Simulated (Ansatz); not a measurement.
## Multireference treatment of MnF2, sextet

Computed with Ansatz's Gaussian-basis code (development build). Basis def2-SVP, nonrelativistic, 7 orbitals frozen in the corrections. State-specific CASSCF; RHF is the lowest restricted (open-shell) Hartree–Fock solution met. Small basis; these aren't basis-limit values. Solutions may break the symmetry of the shape. The lowest solution met needn't be the lowest there is, nor hold the orbitals that a chemist would pick.

Geometry:

```xyz
3

F     0.0000    0.0000    1.8000
Mn    0.0000    0.0000    0.0000
F     0.0000    0.0000   -1.8000
```

Q: What do CASSCF and its corrections give against RHF in CAS(9,8), and what are the occupations?

A: CASSCF -0.445 eV, SC-NEVPT2 -16.357 eV; occupations 2.00, 2.00, 1.00, 1.00, 1.00, 1.00, 1.00, 0.00.
